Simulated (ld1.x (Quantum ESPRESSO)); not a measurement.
# arsenic TM: all-electron and pseudo phase curves

* Element: arsenic (As)
* Generator: ld1.x (Quantum ESPRESSO) 7.5
* Type: norm-conserving Troullier–Martins (Kleinman–Bylander form)
* Functional: PBE
* Relativity: fully relativistic
* Frozen core: [Ar]
* Valence charge: 15
* Reference configuration: 3d10 4s2 4p3
* Partial waves: 4s (bound): rc 1.70 bohr; 4p (bound): rc 1.75 bohr; 3d (bound): rc 1.25 bohr
* Local potential: the d channel
* Core correction: none

Open shells are filled in proportion to 2j + 1 (rel_dist='average').

The phase is arctan(r·u′/u) with u = r·R(r), unwrapped; energies in Ry, scanned from -5 to 5 Ry. A pole is an energy at which the radial function vanishes at the test radius. The pseudo phase is shifted by a multiple of π to meet the all-electron one at the reference energy, and phase errors are pseudo minus all-electron; the curves can meet again beyond the range given. Levels narrower than the energy grid can be missing from the lists of poles.

```tsv
channel	radius (bohr)	reference energy (Ry)	poles, all-electron	poles, pseudo	unbroken range about the reference energy with phases within 0.05 rad	phase error 1 Ry above the reference energy (rad)
s	1.91	-1.07	2.04	1.84	below 3.6	-0.004
p1/2	1.91	-0.40	3.61	3.50	the whole range	-0.002
p3/2	1.91	-0.38	3.76	3.62	the whole range	-0.003
d3/2	1.91	-3.02	-2.93	-2.89	not even at the reference energy	+0.007
d5/2	1.91	-2.96	-2.87	-2.89	not even at the reference energy	+0.003
```

Note: ghost states, extra bound levels that the all-electron valence spectrum of the same l lacks: s at -344.6 eV, p3/2 at -115.1 eV, p1/2 at -106.5 eV. A true bound ghost makes a file unfit for plane-wave use. The potential misses its own reference levels by up to 0.4 eV.

Phases in the p1/2 channel:

| E (Ry) | all-electron | pseudo |
| --- | --- | --- |
| -5.00 | 1.301 | 1.301 |
| -4.48 | 1.281 | 1.280 |
| -3.96 | 1.255 | 1.255 |
| -3.44 | 1.222 | 1.222 |
| -2.92 | 1.178 | 1.178 |
| -2.40 | 1.116 | 1.115 |
| -1.88 | 1.022 | 1.021 |
| -1.36 | 0.864 | 0.863 |
| -0.84 | 0.565 | 0.564 |
| -0.32 | -0.002 | -0.002 |
| 0.20 | -0.662 | -0.663 |
| 0.72 | -1.057 | -1.059 |
| 1.24 | -1.261 | -1.264 |
| 1.76 | -1.378 | -1.382 |
| 2.28 | -1.454 | -1.459 |
| 2.80 | -1.509 | -1.514 |
| 3.32 | -1.551 | -1.558 |
| 3.84 | -1.586 | -1.594 |
| 4.36 | -1.617 | -1.627 |
| 4.88 | -1.645 | -1.659 |
